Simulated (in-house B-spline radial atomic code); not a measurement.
**RPA and G0W0 on SCAN: Sc VII (Sc6+)**

Configuration [Ne] 3s2 3p3, highest spin, mean-field start SCAN. Computed with an all-electron radial atomic-structure program (B-spline basis): all electrons, scalar-relativistic (spin-free one-electron X2C), finite nucleus, each spin shell either full or empty, empty states to l = 9 with an (l + 1/2)⁻⁴ tail; G0W0 by contour deformation at full frequency.

Command:
```bash
python run_gw.py task.json out
```
Settings (radii: box in bohr, nucleus in fm):
```
Z                        21
electrons                15
configuration            [Ne] 3s2 3p3
hamiltonian              x2c
method                   scan,scan
lmax                     9
rms_radius               3.5459
spin_polarised           True
box_radius               9.29
intervals                68
```

Time taken, with all properties: 1.6 s on 1 thread of Arm Neoverse V1, on a shared host.

Energies (hartree):

| term | value |
| --- | --- |
| mean-field total | -752.47102 |
| Hartree-Fock functional on these orbitals | -751.77528 |
| direct second order | -1.0843 |
| second-order exchange | 0.39483 |
| SOSEX correction | 0.3587 |

**Question.** What is the RPA correlation energy, and what remains with SOSEX?

**Answer.** RPA gives -0.95644 hartree (-1.74 eV per electron); RPA + SOSEX gives -0.59774, and the second-order doubles -0.68947 hartree (no singles). RPA lacks exchange-type terms and so overcorrelates at short range.

Quasi-particle levels (eV):

```
  level  occupied  mean field  Σx - vxc     Σc  QP weight     G0W0
  3p up       yes     -127.53     -9.34      ?          ?        ?
3s down       yes     -143.11     -6.88  -3.21      0.959  -153.19
2p down       yes     -499.59    -32.16   7.31      0.928  -524.45
3p down        no     -119.26     11.28  -3.43      0.954  -111.42
```

G0W0 = mean field + (Σx - vxc) + Σc, with Σc (partial-wave tail included) taken at the quasi-particle energy. Only the outer levels were computed. Levels of low weight are left out.

**Question.** Where does G0W0 put 3p up?

**Answer.** At -137.10 eV, with Σc = -0.23 eV and a quasi-particle weight of 0.954. The tabulated removal energy is 137.99 ± 0.25 eV (NIST, semi-empirical); the calculation leaves out spin-orbit coupling, Breit and QED terms, and what these don't explain is the method's own error.
